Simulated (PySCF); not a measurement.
Below is a simulated gas-phase C 1s photoelectron spectrum of `[Cl][Al]([Cl])[C]1=CC=CC=C1` (AlCl2Ph).

Every computed line was given a Gaussian of 0.8 eV full width at half maximum and an area set by the number of equivalent atoms; the highest printed point is 100. Computed with delta-SCF UKS SCAN, pcX-2 on the ionised atom, pcseg-1 elsewhere, spin-free X2C in PySCF.

binding energy (eV), intensity and a bar:
```
    288.8          0 
    288.9          0 
    289.0          0 
    289.1          1 
    289.2          2 
    289.3          3 #
    289.4          5 ##
    289.5          9 ###
    289.6         13 ####
    289.7         19 ######
    289.8         26 ########
    289.9         35 ###########
    290.0         46 ##############
    290.1         59 ##################
    290.2         73 ######################
    290.3         86 ##########################
    290.4         96 #############################
    290.5        100 ##############################
    290.6         97 #############################
    290.7         87 ##########################
    290.8         72 ######################
    290.9         55 ################
    291.0         38 ###########
    291.1         25 #######
    291.2         15 ####
    291.3          8 ##
    291.4          4 #
    291.5          2 #
    291.6          1 
    291.7          0
```

**Question.** How many maxima does the curve show, and how many computed lines lie under it?

**Answer.** The curve has 1 maximum (at 290.5 eV). Under it lie 4 lines from 4 inequivalent carbon sites. At this width some lines have no maximum of their own.

**Question.** Decompose the envelope and assign each component. Bonds: Al1–Cl2, Al1–Cl3, Al1–C4, C4–C5, C4–C9, C5–C6, C6–C7, C7–C8, C8–C9. Hydrogens: H10 on C5; H11 on C6; H12 on C7; H13 on C8; H14 on C9.

**Answer.** 
```csv
position (eV),relative area,line,atoms,environment
289.95,1,C 1s,C4,carbon bonded to Al and 2 C
290.52,2,C 1s,C6/C8,carbon bonded to 2 C and H
290.53,2,C 1s,C5/C9,carbon bonded to 2 C and H
290.59,1,C 1s,C7,carbon bonded to 2 C and H
```

The listed C 1s values span 0.64 eV, from C4 (bonded to 2 C and Al) to C7 (bonded to 2 C and H). The widest gap between neighbouring values is 0.57 eV, between 289.95 and 290.52 eV. The values 290.52 and 290.53 eV lie too close for their order to be trusted.

No satellites, vibrations or lifetime broadening are included. Atoms equivalent by their bonding share one computed value, that of the first of them. One conformer (not necessarily the lowest) at the PBE0-D3(BJ)/def2-SVP geometry, without solvent, vibrations or thermal averaging.

Time: 3.7 min of wall time; peak memory 0.77 GiB. Hardware: Intel Xeon at 2.50 GHz, one thread, no GPU, shared host with 64 logical CPUs at a one-minute load of 60.
